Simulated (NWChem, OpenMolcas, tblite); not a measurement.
How methods differ on GeH3Br (SMILES [GeH3][Br])

The species is GeH3Br (5 atoms), meant as a singlet with charge 0. SMILES: `[GeH3][Br]`. The shape is that of a PBE0-D4/def2-TZVP optimisation.

Each level gives the dipole moment (D). The values are calculated.

```tsv
level	kind	program	value (D)	CPU time
GFN1-xTB	semi-empirical	tblite	1.79	under 2 s
HF/aug-cc-pVDZ	Hartree–Fock	OpenMolcas	2.19	14 s
SVWN5/aug-cc-pVDZ	LDA	OpenMolcas	1.91	24 s
PBE/aug-cc-pVDZ	GGA	OpenMolcas	1.84	32 s
r2SCAN/aug-cc-pVDZ	meta-GGA	NWChem	1.94	2.8 min
PBE0/aug-cc-pVDZ	global hybrid	NWChem	1.96	2.8 min
```

All-electron rows without a relativistic Hamiltonian named are non-relativistic. The values span 1.79 to 2.19 D. Magnitudes only. CPU times are rough (shared hosts, several kinds of processor and program).
